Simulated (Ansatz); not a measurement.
`[GeH3][CH]1N[SiH2]1`. The species carries charge 0 and has multiplicity 1. All single points use the PBE0-D4/def2-TZVP geometry.

```xyz
11

Ge   -1.129   -0.345    1.283
C     0.301    0.434    0.218
N    -0.096    0.804   -1.187
Si    1.146   -0.395   -1.178
H    -0.556   -0.894    2.605
H    -2.208    0.707    1.605
H    -1.773   -1.494    0.491
H     0.919    1.161    0.749
H     0.067    1.769   -1.440
H     2.547   -0.012   -1.465
H     0.782   -1.735   -1.682
```

What is the dipole moment at r2SCAN/def2-TZVPP? (An estimate is asked.)

Computed: 1.77 D, with components (1.59, 0.70, -0.38) D in this frame, pointing from negative to positive charge.

And with PBE, B3LYP, ωB97M-V? (Best estimate.)

Computed: PBE 1.73 D, B3LYP 1.85 D, ωB97M-V 1.85 D.

Give the Mulliken charges with r2SCAN, ωB97M-V, PBE in def2-TZVPP. (Best estimate.)

Ansatz gave: 
```json
{"atom": "Ge1", "r2SCAN": "0.17", "ωB97M-V": "0.12", "PBE": "0.14"}
{"atom": "C2", "r2SCAN": "-0.23", "ωB97M-V": "-0.31", "PBE": "-0.18"}
{"atom": "N3", "r2SCAN": "-0.38", "ωB97M-V": "-0.34", "PBE": "-0.31"}
{"atom": "Si4", "r2SCAN": "0.42", "ωB97M-V": "0.33", "PBE": "0.29"}
{"atom": "H5", "r2SCAN": "-0.03", "ωB97M-V": "-0.01", "PBE": "-0.03"}
{"atom": "H6", "r2SCAN": "-0.03", "ωB97M-V": "0.00", "PBE": "-0.02"}
{"atom": "H7", "r2SCAN": "-0.02", "ωB97M-V": "0.01", "PBE": "-0.02"}
{"atom": "H8", "r2SCAN": "0.08", "ωB97M-V": "0.12", "PBE": "0.09"}
{"atom": "H9", "r2SCAN": "0.14", "ωB97M-V": "0.11", "PBE": "0.15"}
{"atom": "H10", "r2SCAN": "-0.07", "ωB97M-V": "-0.03", "PBE": "-0.06"}
{"atom": "H11", "r2SCAN": "-0.06", "ωB97M-V": "-0.02", "PBE": "-0.05"}
```

B3LYP here is the variant with VWN-RPA as its local correlation; programs differ in this.
